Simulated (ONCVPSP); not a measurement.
fluorine: variants of one ONCV potential

Base potential:

F, optimised norm-conserving Vanderbilt (ONCV), made with ONCVPSP 4.0.1 (LDA (Perdew-Wang 92), scalar-relativistic). Core [He], reference 2s2 2p5. Waves: 2s: rc 0.70 bohr, ncon 3, nbas 7, qcut 9.1 1/bohr, 2 projectors, debl 1 Ha; 2p: rc 1.60 bohr, ncon 3, nbas 7, qcut 7.9 1/bohr, 2 projectors, debl 1.7 Ha; d scattering state at 0.36 Ha: rc 1.55 bohr, ncon 5, nbas 9, qcut 6.9 1/bohr, 1 projector. Local part: polynomial inside 0.65 bohr (lpopt 5, dvloc0 0 Ha). Core correction: Teter function, fcfact 5.25, rcfact 1.65.

In the s channel the program set the typed energies aside and used -1.090, 0.250 Ha.

Cutoffs, loose and tight: the cutoffs (Ha) at which the residual kinetic energy of the hardest occupied pseudo-wave falls to 1 and 0.1 mHa per electron. They do not see the model core or the augmentation charge, which bear on the density cutoff. Test errors are all-electron minus pseudo excitation energies from the reference, over the configurations 2s2 2p4; 2s2 2p3; 2s2 2p2; 2s1 2p5. A dash means not determined; rows that change the core or the reference have their own tests.

```tsv
change	outcome	cutoff, loose	cutoff, tight	bound ghosts	GHOST(+) flags above zero	largest test error (meV)
base	generated, projector energies reset by the program	79 Ha	275 Ha	none	none	+2280
all radii but the core radius scaled by about 0.77 (s 0.54, p 1.24, d 1.20 bohr); local potential polynomial inside 0.50 bohr (lpopt 5, dvloc0 0 Ha)	generated, projector energies reset by the program	88 Ha	236 Ha	none	s, d	+1132
all radii but the core radius scaled by about 0.89 (s 0.62, p 1.44, d 1.38 bohr); local potential polynomial inside 0.58 bohr (lpopt 5, dvloc0 0 Ha)	generated, projector energies reset by the program	97 Ha	333 Ha	none	s	+1733
all radii but the core radius scaled by about 0.95 (s 0.66, p 1.52, d 1.48 bohr); local potential polynomial inside 0.62 bohr (lpopt 5, dvloc0 0 Ha)	generated, projector energies reset by the program	91 Ha	304 Ha	none	none	+1995
all radii but the core radius scaled by about 1.23 (s 0.86, p 1.96, d 1.90 bohr); local potential polynomial inside 0.80 bohr (lpopt 5, dvloc0 0 Ha)	generated, projector energies reset by the program	37 Ha	125 Ha	none	none	+3537
all radii but the core radius scaled by about 1.31 (s 0.92, p 2.10, d 2.04 bohr); local potential polynomial inside 0.86 bohr (lpopt 5, dvloc0 0 Ha)	generated, projector energies reset by the program	34 Ha	62 Ha	none	none	+4000
```

(1) What comes out with this change to the base: all radii but the core radius scaled by about 1.12 (s 0.78, p 1.80, d 1.74 bohr); local potential polynomial inside 0.72 bohr (lpopt 5, dvloc0 0 Ha)?

(2) What comes out with this change to the base: all radii but the core radius scaled by about 1.07 (s 0.74, p 1.72, d 1.66 bohr); local potential polynomial inside 0.70 bohr (lpopt 5, dvloc0 0 Ha)?

## Answers

(1) outcome: generated, projector energies reset by the program; cutoff, loose: 43 Ha; cutoff, tight: 214 Ha; bound ghosts: none; GHOST(+) flags above zero: none; largest test error (meV): +2966.

(2) outcome: generated, projector energies reset by the program; cutoff, loose: 50 Ha; cutoff, tight: 240 Ha; bound ghosts: none; GHOST(+) flags above zero: none; largest test error (meV): +2691.

Reading the sweep of the scale of all radii but the core radius (base = 1) (base included, trends over the rows without a ghost): The loose cutoff falls from 88 Ha at 0.77 to 34 Ha at 1.31, with one reversal. A larger radius leaves more room for a smooth pseudo-wave, so fewer plane waves are needed; a smaller one forces it to follow the all-electron wave where it bends sharply. The median size of the test errors (rows with all tests solved) rises from 173.2 meV at 0.77 to 707.5 meV at 1.31. More of the atom is replaced by a form fitted at one configuration, so other configurations suffer as the radius grows.
